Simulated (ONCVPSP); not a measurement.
## Scattering properties, ONCV potential for barium

| Property | Result |
| --- | --- |
| Element | barium |
| Generator | ONCVPSP 4.0.1 |
| Type | optimised norm-conserving Vanderbilt (ONCV) |
| Functional | PBEsol |
| Relativity | scalar-relativistic |
| Frozen core | [Kr] 4d10 |
| Valence charge | 10 |
| Reference configuration | 5s2 5p6 6s2 |
| Partial waves | 5s+6s: rc 3.05 bohr, ncon 4, nbas 8, qcut 3.1 1/bohr, 2 projectors; 5p: rc 2.65 bohr, ncon 3, nbas 6, qcut 5.2 1/bohr, 1 projector; d scattering state at 0.15 Ha: rc 2.80 bohr, ncon 4, nbas 7, qcut 4 1/bohr, 2 projectors, debl 3.6 Ha |
| Local potential | polynomial inside 2.10 bohr (lpopt 4, dvloc0 6 Ha) |
| Core correction | Teter function, fcfact 4.5, rcfact 1.05 |

In the d channel the program set the typed energies aside and used 0.050, 3.650 Ha.

The phase is arctan(r·R′/R) of the radial function R(r), unwrapped; energies in Ha, scanned from -3 to 5 Ha. A pole is an energy at which the radial function vanishes at the test radius. The pseudo phase is shifted by a multiple of π to meet the all-electron one at the reference energy, and phase errors are pseudo minus all-electron; the curves can meet again beyond the range given. Levels narrower than the energy grid can be missing from the lists of poles.

**Question.** For each channel, where are the poles, and over which energies does the pseudopotential scatter like the atom?

**Answer.**

```
channel  radius (bohr)  reference energy (Ha)  poles, all-electron      poles, pseudo  unbroken range about the reference energy with phases within 0.05 rad  phase error 1 Ha above the reference energy (rad)
      s           3.09                  -0.12          -1.18, 1.47  -1.18, 1.40, 4.69                                                              below 2.0                                             -0.006
      p           2.69                  -0.69          -0.38, 3.26        -0.38, 3.28                                                        the whole range                                             -0.002
      d           2.84                   0.05           0.59, 3.87         0.59, 3.87                                                        the whole range                                             +0.001
```

Note: ghosts flagged at negative energy: d at -333.3 eV; no localised positive-energy state flagged. A true bound ghost makes a file unfit for plane-wave use.

Phases in the d channel:

```csv
E (Ha),all-electron,pseudo
-2.98,1.396,1.395
-2.54,1.377,1.376
-2.10,1.350,1.350
-1.66,1.310,1.309
-1.22,1.238,1.238
-0.78,1.069,1.069
-0.34,0.244,0.244
0.10,-1.253,-1.253
0.54,-1.552,-1.552
0.98,-1.708,-1.708
1.42,-1.951,-1.946
1.86,-3.227,-3.181
2.30,-4.355,-4.348
2.74,-4.553,-4.552
3.18,-4.636,-4.636
3.62,-4.688,-4.688
4.06,-4.730,-4.729
4.50,-4.773,-4.771
4.94,-4.832,-4.823
```
